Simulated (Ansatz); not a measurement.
Stepwise reaction of `[F][Ga]([F])[Cl]` with hydrogen chloride, as a gas-phase model of exchange steps in deposition or etching. ΔE in kJ/mol; ΔG adds harmonic PBE0-D4 terms to CCSD(T)/CBS, at 1 bar.

Program: Ansatz. Geometries: PBE0-D4/def2-TZVP. ΔE: electronic, gas phase. CBS: MP2 limit from def2 TZ/QZ plus the TZ coupled-cluster correction, frozen cores. This one scheme is used for every species. DFT in def2-TZVPP. B3LYP here is the variant with VWN-RPA as its local correlation; programs differ in this. For Ga outer-core shells are correlated without core-valence functions, which leaves a few kJ/mol of doubt a bond. Scalar relativity is left out up to krypton.

```
step                                              reaction  PBE-D4  B3LYP-D4  ωB97M-V  CCSD(T)/CBS  ΔG(600 K)
   1  `[F][Ga]([F])[Cl]` + HCl → `[F][Ga]([Cl])[Cl]` + H–F   -36.6     -35.1    -35.7        -40.5      -34.0
```

(1) Give the row of step 2, `[F][Ga]([Cl])[Cl]` + HCl → `[Cl][Ga]([Cl])[Cl]` + H–F. (Estimate.)

(2) By hand: ΔE of the 2 steps together at CCSD(T)/CBS.

Results:

(1) The calculation gave: 
```tsv
step	reaction	PBE-D4	B3LYP-D4	ωB97M-V	CCSD(T)/CBS	ΔG(600 K)
2	`[F][Ga]([Cl])[Cl]` + HCl → `[Cl][Ga]([Cl])[Cl]` + H–F	-34.3	-33.1	-33.4	-38.8	-26.7
```

(2) (-40.5) + (-38.8) = -79.3 kJ/mol, or -39.6 kJ/mol a step.

In ΔE the steps differ by no more than 1.7 kJ/mol. All are downhill at CCSD(T)/CBS. ΔG lies between -34.0 and -26.7 kJ/mol a step. PBE-D4 differs from CCSD(T)/CBS by 3.9 to 4.5 kJ/mol a step. Isolated molecules leave out the surface, adducts and barriers. Largest T1 diagnostic: 0.014.
